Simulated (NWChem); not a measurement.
BH2OBr; SMILES OBBr

```xyz
5

B     -0.5743     1.0957     0.0000
H     -1.7593     1.2898     0.0000
Br     0.0783    -0.7201     0.0000
O      0.2693     2.1317     0.0000
H      1.2008     1.8782     0.0000
```
Atoms are numbered in this order, from 1.

Program: NWChem. The geometry was optimised at PBE0/def2-SVP. GIAO values for the isolated, static molecule; σ is the absolute isotropic shielding, δ = σ(reference) − σ with the isolated reference molecule computed at the same levels (11B: boron trifluoride, 1H: tetramethylsilane, 17O: water). Spin-orbit effects, on the heavy nuclei and on their neighbours, are missing.

Task: What does the run give for PBE/x2c-SVPall-s, scalar ZORA without spin-orbit coupling? Quantities: δ B1 (ppm); δ H2 (ppm); σ Br3 (ppm); δ O4 (ppm).

Result: The δ B1 (ppm) comes out as 32.5. The δ H2 (ppm) is 5.36 and the σ Br3 (ppm) comes out as 2193.3. The δ O4 (ppm) is 226.0.
